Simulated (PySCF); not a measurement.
CH₅FOSi₂, SMILES O1[SiH2][Si@H](C1)F.

Geometry: PBE-D3(BJ)/def2-SVP. The structure was generated by enumeration; whether it is a known compound was not checked.

Computed with PBE-D3(BJ)/def2-SVP (PySCF).

Frequencies are harmonic and unscaled.

List the normal modes with their intensities. (The exact figures need the calculation; the answer reports its results.)


| mode | ν (cm⁻¹) | IR (km/mol) | moving atoms (share of kinetic energy) |
|---|---|---|---|
| 1 | 64 | 7.8 | O 42 %, F 19 %, H 18 %, Si 11 %, C 11 % |
| 2 | 170 | 4.0 | F 39 %, Si 35 %, H 19 % |
| 3 | 219 | 5.8 | H 30 %, F 28 %, Si 22 %, C 17 % |
| 4 | 356 | 3.0 | Si 32 %, H 22 %, O 20 %, F 14 %, C 12 % |
| 5 | 419 | 6.8 | Si 58 %, H 24 %, O 15 % |
| 6 | 466 | 13.9 | H 59 %, Si 37 % |
| 7 | 592 | 9.1 | H 79 %, C 15 % |
| 8 | 635 | 13.5 | H 77 %, Si 13 % |
| 9 | 678 | 49.8 | C 37 %, H 33 %, Si 21 % |
| 10 | 717 | 75.5 | H 57 %, O 17 %, Si 12 %, C 12 % |
| 11 | 749 | 77.2 | H 42 %, O 28 %, Si 19 %, C 8 % |
| 12 | 792 | 6.3 | H 72 %, F 16 % |
| 13 | 821 | 99.7 | H 66 %, Si 19 % |
| 14 | 881 | 155.9 | Si 43 %, F 35 %, H 18 % |
| 15 | 935 | 133.4 | H 87 %, Si 9 % |
| 16 | 988 | 78.0 | O 47 %, C 43 %, H 10 % |
| 17 | 1153 | 1.7 | H 90 % |
| 18 | 1201 | 3.5 | H 74 %, C 19 % |
| 19 | 1406 | 1.2 | H 94 % |
| 20 | 2138 | 134.8 | H 97 % |
| 21 | 2147 | 102.3 | H 97 % |
| 22 | 2163 | 132.5 | H 96 % |
| 23 | 2949 | 34.6 | H 95 % |
| 24 | 3013 | 13.6 | H 90 %, C 10 % |
